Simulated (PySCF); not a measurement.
## [Eu(NH2)4]− at several levels of theory

Computed with PySCF 2.14.0 (density fitting, no spin-orbit coupling) at the geometry relaxed with PBE0:

```xyz
13
[Eu(NH2)4]− (singlet in the valence; each metal's 4f electrons, 6 of them, lie in its core potential, out of spins and levels)
Eu    0.0000    0.0000    0.0000
N     1.3735    1.3499    1.2433
H     2.2379    1.0293    1.6838
H     1.3331    2.3526    1.4268
N    -1.3736   -1.2433    1.3499
H    -1.3330   -1.4268    2.3526
H    -2.2379   -1.6838    1.0295
N     1.3735   -1.3499   -1.2433
H     1.3331   -2.3526   -1.4268
H     2.2379   -1.0293   -1.6838
N    -1.3736    1.2433   -1.3499
H    -2.2379    1.6838   -1.0295
H    -1.3330    1.4268   -2.3526
```

```json
{"level": "PBE0", "basis": "Eu lcecp-1-SVP with ECP52, N def2-SVP, H def2-SVP", "state": "singlet", "HOMO (eV)": "-1.14", "gap (eV)": "4.96", "charge on Eu1 (e)": "0.65", "population of f-type functions on Eu1 (polarisation alone where 4f lies in the core)": "0.07", "dipole about the centre of mass (D)": "0.00", "largest force component (eV/Å)": "0.01"}
{"level": "B3LYP", "basis": "the same", "state": "singlet", "HOMO (eV)": "-0.89", "gap (eV)": "4.46", "charge on Eu1 (e)": "0.56", "population of f-type functions on Eu1 (polarisation alone where 4f lies in the core)": "0.06", "dipole about the centre of mass (D)": "0.00", "largest force component (eV/Å)": "0.12"}
{"level": "PBE0", "basis": "Eu lcecp-1-TZVP with ECP52, N def2-TZVP, H def2-TZVP", "state": "singlet", "HOMO (eV)": "-1.45", "gap (eV)": "5.06", "charge on Eu1 (e)": "1.45", "population of f-type functions on Eu1 (polarisation alone where 4f lies in the core)": "0.07", "dipole about the centre of mass (D)": "0.00", "largest force component (eV/Å)": "0.32"}
```

In the lcecp rows the 4f levels are missing from HOMO and gap, and the state counts the valence alone.

Charges are Mulliken's, which hang on the basis. The relaxation used the grid (50, 194), these runs (75, 302) or, all-electron (x2c bases, spin-free X2C Hamiltonian), (99, 590).

**Question.** What does revPBE with Eu lcecp-1-SVP with ECP52, N def2-SVP, H def2-SVP give here?

**Answer.** state singlet, HOMO (eV) 0.29, gap (eV) 3.01, charge on Eu1 (e) 0.45, population of f-type functions on Eu1 (polarisation alone where 4f lies in the core) 0.06, dipole about the centre of mass (D) 0.00, largest force component (eV/Å) 0.43. Time: 11 s on 2 threads of Arm Neoverse V1, with other jobs on the host, from an already converged density.

In the first row's basis the gap widens with exact exchange: 3.0 eV for revPBE (none); 4.5 to 5.0 eV for B3LYP, PBE0 (a fixed share).

No frequency check is given that shows the relaxed geometry to be a minimum. An lcecp potential fixes the number of 4f electrons, so in runs with it no electron can move into or out of that shell.

The highest filled level of some runs lies above zero, as often for anions with such functionals and bases.
